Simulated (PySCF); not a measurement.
propene (C3H6), singlet, at a GFN2-xTB geometry; PySCF with CASSCF(6,4)/6-31G*.

Here is a job for PySCF.
```python
from pyscf import gto, scf, mcscf
import numpy

mol = gto.M(
    atom='''
C     1.279892    0.123522    0.009191
C     0.008252    0.474861    0.009243
H     1.580863   -0.911474   -0.009262
H     2.074598    0.849719    0.027481
H    -0.266597    1.522093    0.028072
C    -1.135740   -0.482434   -0.015379
H    -0.783764   -1.510907   -0.033434
H    -1.764433   -0.339590    0.863349
H    -1.755096   -0.305534   -0.894541
''',
    basis='6-31g*',
    charge=0,
    spin=0,
    verbose=4,
)

mf = scf.RHF(mol)
mf.kernel()
mc = mcscf.CASSCF(mf, 4, 6)
mc.fix_spin_(ss=0.0)
mc = mc.newton()
mc.kernel()
occ = numpy.linalg.eigvalsh(mc.fcisolver.make_rdm1(mc.ci, mc.ncas, mc.nelecas))[::-1]
ss = mc.fcisolver.spin_square(mc.ci, mc.ncas, mc.nelecas)[0]
print('natural occupations', occ.round(4), ' <S^2>', round(ss, 4))
```

**Question.** What does PySCF print? Leave out banner, timings and long lists.

**Answer.** 
```
PySCF version 2.14.0

[INPUT] verbose = 4
[INPUT] num. atoms = 9
[INPUT] num. electrons = 24
[INPUT] charge = 0
[INPUT] spin (= nelec alpha-beta = 2S) = 0
[INPUT] symmetry False subgroup None
[INPUT] Mole.unit = angstrom
[INPUT] Symbol           X                Y                Z      unit          X                Y                Z       unit  Magmom
[...]
nuclear repulsion = 71.2485601598988
number of shells = 30
number of NR pGTOs = 105
number of NR cGTOs = 54
basis = 6-31g*
ecp = {}

******** <class 'pyscf.scf.hf.RHF'> ********
method = RHF
initial guess = minao
damping factor = 0
level_shift factor = 0
DIIS = <class 'pyscf.scf.diis.CDIIS'>
diis_start_cycle = 1
diis_space = 8
diis_damp = 0
SCF conv_tol = 1e-09
SCF conv_tol_grad = None
SCF max_cycles = 50
direct_scf = True
direct_scf_tol = 1e-13
Set gradient conv threshold to 3.16228e-05
Initial guess from minao.
init E= -117.459047212464
[...]
cycle= 1 E= -117.040481822751  delta_E= 0.419  |g|= 0.28  |ddm|= 2.37
[...]
cycle= 2 E= -117.068437500813  delta_E= -0.028  |g|= 0.0754  |ddm|= 0.312
[...]
cycle= 3 E= -117.070398617561  delta_E= -0.00196  |g|= 0.0299  |ddm|= 0.111
[...]
cycle= 4 E= -117.070643966915  delta_E= -0.000245  |g|= 0.00412  |ddm|= 0.0288
[...]
cycle= 5 E= -117.070650081389  delta_E= -6.11e-06  |g|= 0.000928  |ddm|= 0.00632
[...]
cycle= 6 E= -117.070650549014  delta_E= -4.68e-07  |g|= 0.000336  |ddm|= 0.00187
[...]
cycle= 7 E= -117.070650599043  delta_E= -5e-08  |g|= 9.82e-05  |ddm|= 0.000568
[...]
cycle= 8 E= -117.070650606192  delta_E= -7.15e-09  |g|= 3.05e-05  |ddm|= 0.000258
[...]
cycle= 9 E= -117.070650606823  delta_E= -6.31e-10  |g|= 8.25e-06  |ddm|= 7.35e-05
[...]
Extra cycle  E= -117.070650606859  delta_E= -3.61e-11  |g|= 3.32e-06  |ddm|= 1.3e-05
converged SCF energy = -117.070650606859

******** <class 'pyscf.mcscf.newton_casscf.CASSCF'> ********
CAS (3e+3e, 4o), ncore = 9, nvir = 41
max_cycle_macro = 50
max_cycle_micro = 10
conv_tol = 1e-07
conv_tol_grad = None
orbital rotation max_stepsize = 0.03
augmented hessian ah_max_cycle = 30
augmented hessian ah_conv_tol = 1e-12
augmented hessian ah_linear dependence = 1e-14
augmented hessian ah_level shift = 1e-08
augmented hessian ah_start_tol = 500
augmented hessian ah_start_cycle = 3
augmented hessian ah_grad_trust_region = 3
kf_trust_region = 3
kf_interval = 5
natorb = False
canonicalization = True
internal_rotation = False
******** <class 'pyscf.fci.addons.SpinPenaltyFCISolver'> ********
max. cycles = 50
conv_tol = 1e-08
davidson only = True
linear dependence = 1e-12
level shift = 0.001
max iter space = 12
nroots = 1
pspace_size = 400
spin = None

WARN: SO-CASSCF (Second order CASSCF) is an experimental feature. Its performance is bad for large systems.

CASCI E = -117.086943097931  dE = -117.08694  S^2 = 0.0000000
Set conv_tol_grad to 0.000316228
macro 1 (19 JK  14 micro), CASSCF E = -117.097731820668  dE = -0.01079  |grad|=0.0488  S^2 = 0.0000000
macro 2 (20 JK  15 micro), CASSCF E = -117.097981828659  dE = -0.00025  |grad|=0.0782  S^2 = 0.0000000
macro 3 (11 JK  7 micro), CASSCF E = -117.098109386337  dE = -0.0001276  |grad|=0.0123  S^2 = 0.0000000
macro 4 (11 JK  7 micro), CASSCF E = -117.098292218767  dE = -0.0001828  |grad|=0.0111  S^2 = 0.0000000
macro 5 (11 JK  7 micro), CASSCF E = -117.098507265722  dE = -0.000215  |grad|=0.00973  S^2 = 0.0000000
macro 6 (11 JK  7 micro), CASSCF E = -117.098712252828  dE = -0.000205  |grad|=0.00803  S^2 = 0.0000000
macro 7 (11 JK  7 micro), CASSCF E = -117.0988359542  dE = -0.0001237  |grad|=0.00624  S^2 = 0.0000000
macro 8 (11 JK  7 micro), CASSCF E = -117.098918174883  dE = -8.222e-05  |grad|=0.00526  S^2 = 0.0000000
macro 9 (11 JK  7 micro), CASSCF E = -117.099006986801  dE = -8.881e-05  |grad|=0.00455  S^2 = 0.0000000
macro 10 (11 JK  7 micro), CASSCF E = -117.099107950665  dE = -0.000101  |grad|=0.00371  S^2 = 0.0000000
macro 11 (11 JK  7 micro), CASSCF E = -117.099200301054  dE = -9.235e-05  |grad|=0.00257  S^2 = 0.0000000
macro 12 (11 JK  7 micro), CASSCF E = -117.099257052781  dE = -5.675e-05  |grad|=0.000913  S^2 = 0.0000000
macro 13 (6 JK  2 micro), CASSCF E = -117.099261252816  dE = -4.2e-06  |grad|=0.000484  S^2 = 0.0000000
macro 14 (4 JK  1 micro), CASSCF E = -117.099262797605  dE = -1.545e-06  |grad|=0.000479  S^2 = 0.0000000
macro 15 (1 JK  0 micro), CASSCF E = -117.099262797611  dE = -5.244e-12  |grad|=2.64e-05  S^2 = 0.0000000
newton CASSCF converged in 15 macro (30 KF 130 Hx) steps
CASSCF canonicalization
Density matrix diagonal elements [1.99892807 1.99952386 1.91966209 0.08188598]
CASSCF energy = -117.099262797611
CASCI E = -117.099262797611  E(CI) = -9.72513725169678  S^2 = 0.0000000
natural occupations [1.9996 1.9988 1.9197 0.0818]  <S^2> 0.0
```
